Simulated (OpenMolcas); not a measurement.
**Ionisation energies of mercury**

| Item | Value |
| --- | --- |
| Program | OpenMolcas |
| Basis | ANO-R2 [8s6p5d3f1g] |
| Scalar Hamiltonian | X2C, finite nucleus |
| Spin-orbit coupling | RASSI with atomic mean-field integrals over the reference wave functions, term energies averaged over their components |

Active shells in each charge state: the valence s, p shells, with orbitals averaged over the low states. Where CASPT2's correlated closed shells are named, they are those of the first ion.

A. CASSCF
B. SS-CASPT2, IPEA 0.25 Eh, imaginary shift 0.1 Eh (closed shells correlated: 5d)
C. SS-CASPT2, IPEA 0.25 Eh, imaginary shift 0.1 Eh (closed shells correlated: none)
D. SS-CASPT2, IPEA 0 Eh, imaginary shift 0.1 Eh (closed shells correlated: 5d)
E. SS-CASPT2, IPEA 0.25 Eh, imaginary shift 0.1 Eh (closed shells correlated: 4f 5s 5p 5d)

Energies in eV between the lowest computed levels, named as in B; reference values from the NIST Atomic Spectra Database with their kind.

```csv
From,To,A,B,C,D,E,Spin-orbit share in B,Reference
Hg 6s² ¹S₀,Hg+ 6s ²S_1/2,9.134,10.130,9.185,10.129,10.248,+0.000,10.438 (measured)
Hg+ 6s ²S_1/2,Hg2+ 5d¹⁰ ¹S₀,17.106,18.598,17.106,18.685,18.807,+0.000,18.757 (measured)
```

Error against the reference values, in %:

```
From  Reference      A     B      C     D     E
  Hg   measured  -12.5  -3.0  -12.0  -3.0  -1.8
 Hg+   measured   -8.8  -0.8   -8.8  -0.4  +0.3
```

Mean absolute error over the 2 measured values: A 1.48 eV, B 0.23 eV, C 1.45 eV, D 0.19 eV, E 0.12 eV. E lies closest.
